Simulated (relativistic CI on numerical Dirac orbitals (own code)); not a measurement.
## Dy9+: computed level list

Method of calculation: Dirac-Coulomb-Breit CI, KLI orbitals optimised for each configuration, model QED (radiative potential, 1s self-energy scaled to tabulated hydrogen-like ionisation energies), unscaled Slater integrals (own radial code, finite nucleus).

CI space (outside the closed core [Ar] 3d10 4p6 4d10): 4s2 4f8 5s2 5p, 4s2 4f9 5s2, 4s2 4f8 5s2 5d, 4s2 4f10 5s, 4s2 4f10 5p, 4s2 4f8 5s2 6s, 4s2 4f9 5s 6s, 4s2 4f8 5s2 6p, 4s2 4f8 5s2 7s, 4s2 4f8 5s 6s2, 4s 4f10 5s2. The list is cut by size and lacks configurations that can hold low levels.

```tsv
No.	Configuration	Term	J	E (cm⁻¹)	%	Next component (%)	jj configuration (%)
1	4f8(7F) 5p	8F°	11/2	0.0	48	23 8D°	4f5/2^4 4f7/2^4 5p1/2 (37)
2	4f8(7F) 5p	8F°	9/2	999.9	55	17 8G°	4f5/2^4 4f7/2^4 5p1/2 (42)
3	4f8(7F) 5p	8F°	7/2	2505.7	57	21 8G°	4f5/2^4 4f7/2^4 5p1/2 (38)
4	4f8(7F) 5p	8F°	5/2	4234.9	57	24 8G°	4f5/2^3 4f7/2^5 5p1/2 (36)
5	4f8(7F) 5p	8F°	13/2	4376.3	50	31 6G°	4f5/2^4 4f7/2^4 5p1/2 (33)
6	4f8(7F) 5p	8F°	3/2	6040.0	56	25 8G°	4f5/2^4 4f7/2^4 5p1/2 (41)
7	4f8(7F) 5p	8F°	1/2	7828.9	58	22 8G°	4f5/2^3 4f7/2^5 5p1/2 (43)
8	4f8(7F) 5p	8G°	1/2	11619.0	54	20 6F°	4f5/2^4 4f7/2^4 5p1/2 (43)
9	4f8(7F) 5p	8G°	3/2	13082.5	48	22 6F°	4f5/2^3 4f7/2^5 5p1/2 (42)
10	4f8(7F) 5p	6F°	11/2	13544.5	30	27 8D°	4f5/2^4 4f7/2^4 5p1/2 (40)
11	4f8(7F) 5p	8G°	5/2	14280.1	44	26 6F°	4f5/2^4 4f7/2^4 5p1/2 (42)
12	4f8(7F) 5p	8G°	9/2	14796.8	33	30 6F°	4f5/2^4 4f7/2^4 5p1/2 (37)
13	4f8(7F) 5p	8G°	7/2	14991.9	40	29 6F°	4f5/2^3 4f7/2^5 5p1/2 (31)
14	4f8(5D) 5p	6P°	7/2	29273.4	36	35 6D°	4f5/2^5 4f7/2^3 5p1/2 (32)
15	4f8(5D) 5p	4F°	9/2	34187.0	37	29 6D°	4f5/2^4 4f7/2^4 5p1/2 (30)
16	4f8(5D) 5p	6D°	5/2	36015.1	47	17 6F°	4f5/2^3 4f7/2^5 5p1/2 (41)
17	4f8(5L) 5p	6L°	19/2	37224.1	36	29 6K°	4f5/2^4 4f7/2^4 5p1/2 (50)
18	4f8(5G) 5p	6G°	11/2	37324.1	30	21 6F°	4f7/2^2 5p1/2 (28)
19	4f8(5L) 5p	6L°	17/2	37933.3	40	25 6M°	4f5/2^4 4f7/2^4 5p1/2 (55)
20	4f8(5G) 5p	6G°	9/2	38485.8	36	26 6H°	4f5/2^5 4f7/2^3 5p1/2 (38)
21	4f8(5L) 5p	6L°	15/2	38695.2	39	31 6M°	4f5/2^4 4f7/2^4 5p1/2 (46)
22	4f8(5L) 5p	4M°	21/2	39260.1	40	38 6L°	4f5/2^4 4f7/2^4 5p1/2 (43)
23	4f8(5G) 5p	6G°	7/2	39527.4	36	34 6H°	4f5/2^4 4f7/2^4 5p1/2 (48)
24	4f8(5D) 5p	6D°	3/2	39544.7	41	22 6F°	4f5/2^2 4f7/2^6 5p1/2 (38)
25	4f8(5L) 5p	6M°	13/2	39610.5	35	33 6L°	4f5/2^4 4f7/2^4 5p1/2 (38)
26	4f8(5G) 5p	6G°	13/2	40641.1	27	24 6H°	4f7/2^2 5p1/2 (37)
27	4f8(5G) 5p	6H°	5/2	40847.3	53	27 6G°	4f5/2^4 4f7/2^4 5p1/2 (39)
28	4f8(5L) 5p	4K°	11/2	41836.4	29	29 6L°	4f5/2^5 4f7/2^3 5p1/2 (34)
29	4f8(5D) 5p	6F°	7/2	43487.8	24	15 4F°	4f5/2^5 4f7/2^3 5p1/2 (34)
30	4f8(5D) 5p	6F°	1/2	43594.8	34	33 6D°	4f5/2 4f7/2^7 5p1/2 (27)
31	4f8(5H) 5p	6G°	13/2	44017.8	33	22 6H°	4f5/2^5 4f7/2^3 5p1/2 (33)
32	4f8(5G) 5p	4G°	9/2	44181.9	21	21 6H°	4f5/2^4 4f7/2^4 5p1/2 (36)
33	4f8(5G) 5p	6F°	11/2	44198.7	17	16 4G°	4f5/2^4 4f7/2^4 5p1/2 (35)
34	4f8(5L) 5p	6K°	19/2	44310.6	40	20 4L°	4f5/2^4 4f7/2^4 5p1/2 (45)
35	4f8(5G) 5p	6H°	7/2	44503.2	21	20 6F°	4f5/2^4 4f7/2^4 5p1/2 (43)
36	4f8(5G) 5p	6G°	5/2	44537.1	23	23 6H°	4f5/2^4 4f7/2^4 5p1/2 (37)
37	4f8(5G) 5p	6G°	3/2	44794.3	65	27 4F°	4f5/2^4 4f7/2^4 5p1/2 (36)
38	4f8(5L) 5p	6K°	15/2	45333.6	21	17 6I°	4f5/2^5 4f7/2^3 5p1/2 (42)
39	4f8(5D) 5p	6F°	5/2	45367.2	25	24 4D°	4f5/2^5 4f7/2^3 5p1/2 (29)
40	4f8(5H) 5p	6H°	11/2	45451.1	33	18 6G°	4f5/2^4 4f7/2^4 5p1/2 (44)
41	4f8(5L) 5p	6M°	13/2	46073.0	28	17 6K°	4f5/2^4 4f7/2^4 5p1/2 (35)
42	4f8(5L) 5p	6K°	17/2	46136.6	38	21 6M°	4f5/2^4 4f7/2^4 5p1/2 (44)
43	4f8(5H) 5p	6H°	9/2	46245.1	31	28 6I°	4f5/2^4 4f7/2^4 5p1/2 (33)
44	4f8(5D) 5p	6D°	1/2	47171.3	28	24 6F°	4f5/2^2 4f7/2^6 5p1/2 (38)
45	4f8(5H) 5p	6I°	7/2	47327.0	53	22 6H°	4f5/2^4 4f7/2^4 5p1/2 (39)
```

Energies count from the lowest computed level; ° marks odd parity. Percentages are summed over parent terms; the parents shown are those of the largest component, closed shells are left out there. Filled j subshells are mostly left out of the jj labels.

The mean weight of the leading LS term, summed over parents, in these 45 levels is 38 %, and that of the leading jj configuration (from the same eigenvectors) 38 %.

At this charge energies of transitions that change n are usually good to better than 1 %, and those within a shell (Δn = 0) to a few per cent. Terms inside the open d or f shell come out 10 to 20 % too wide with unscaled integrals. Levels and lines within the n = 5 or 6 shells can be off by up to 10 % or somewhat more, and those that change n by about 2 %, since core polarisation is missing.

LS names give the leading component of a level, which can be under half, so a name can repeat, a term be missing and a line seem to break the LS rules.
